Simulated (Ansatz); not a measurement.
C9H20BrN⁺, that is N-butyl-N-methylpyrrolidinium bromide with one electron fewer. Total charge 1; doublet. Geometry PBE-D4/def2-SVP, that of the neutral singlet; atoms count from 1.

```xyz
31

C    -2.903   -1.600   -2.667
C    -2.407   -1.392   -1.236
C    -1.082   -0.618   -1.168
C    -0.618   -0.500    0.274
N     0.645    0.311    0.493
C     1.784   -0.266   -0.306
C     1.005    0.284    1.975
C     1.959    1.463    2.161
C     1.597    2.472    1.030
C     0.484    1.787    0.221
H    -3.068   -0.631   -3.187
H    -3.862   -2.156   -2.685
H    -2.170   -2.179   -3.267
H    -3.180   -0.853   -0.643
H    -2.268   -2.375   -0.735
H    -1.211    0.380   -1.648
H    -0.326   -1.172   -1.764
H    -0.367   -1.509    0.701
H    -1.393   -0.016    0.904
H     1.872   -1.342    0.002
H     2.708    0.286   -0.062
H     1.557   -0.153   -1.380
H     0.051    0.441    2.515
H     1.372   -0.750    2.200
H     3.016    1.140    2.082
H     1.838    1.900    3.170
H     1.238    3.442    1.424
H     2.475    2.694    0.393
H     0.521    1.971   -0.868
H    -0.523    2.064    0.592
Br    1.257   -3.123    1.480
```

(1) Estimate the Mulliken populations of the heavy atoms from the PBE0/def2-SVP orbitals of Ansatz.

(2) Where does the spin sit?

(3) And the Mayer bond orders between heavy atoms (over 0.3)?

## Answers

(1) 
```tsv
atom	charge (e)	spin (α − β)
C1	-0.08	0.00
C2	-0.14	0.00
C3	-0.11	0.00
C4	0.02	0.04
N5	-0.44	0.00
C6	0.01	0.02
C7	0.02	0.02
C8	-0.08	0.00
C9	-0.09	0.00
C10	0.05	0.00
Br31	0.03	0.94
```
Mulliken values depend strongly on the basis.

(2) Summed by element: C 0.09, N 0.00, H -0.02, Br 0.94, of 1 unpaired in all. Largest on single atoms: Br31 0.94, C4 0.04, C6 0.02.

(3) C1–C2 1.09 (1.53 Å); C2–C3 1.06 (1.54 Å); C3–C4 1.05 (1.52 Å); C4–N5 0.85 (1.52 Å); N5–C6 0.87 (1.51 Å); N5–C7 0.85 (1.53 Å); N5–C10 0.85 (1.51 Å); C7–C8 1.08 (1.53 Å); C8–C9 1.07 (1.56 Å); C9–C10 1.08 (1.54 Å).
